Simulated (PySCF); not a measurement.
PbCl: from constants to spectrum

UHF-CCSD(T) constants of PbCl, doublet, unpaired electrons π ↑ (PySCF, spin-free X2C with a Gaussian nucleus, basis sets Pb x2c-TZVPPall, Cl x2c-TZVPPall; masses 207.9766 and 34.9689 u):

- ωe: 317.7 cm⁻¹
- ωexe: 0.9 cm⁻¹
- Be: 0.092637 cm⁻¹
- αe: 0.000374 cm⁻¹
- D (centrifugal): 3.15e-08 cm⁻¹
- De to Pb + Cl: 3.54 eV

(1) Give the vibrational terms G(v) and spacings up to v = 6.

(2) How well does the Morse estimate ωe²/(4ωexe) reproduce De, and what is D0?

Correlated steps freeze 39 core orbitals. These are scalar-relativistic numbers at best; spin–orbit coupling would shift them, the dissociation energy most. The state is the lowest determinant that a PBE0 search found; another state may lie lower at other levels.

Answers

(1) G(v) = ωe(v+½) − ωexe(v+½)².

```csv
v,G(v) (cm⁻¹),G(v) − G(v−1),Bv (cm⁻¹)
0,158.6,,0.09245
1,474.5,315.9,0.09208
2,788.6,314.1,0.09170
3,1100.9,312.3,0.09133
4,1411.4,310.5,0.09095
5,1720.1,308.7,0.09058
6,2027.0,306.9,0.09021
```

(2) It gives 3.48 eV, 98 % of the computed De. D0 = De − G(0) = 3.54 − 0.02 = 3.52 eV.
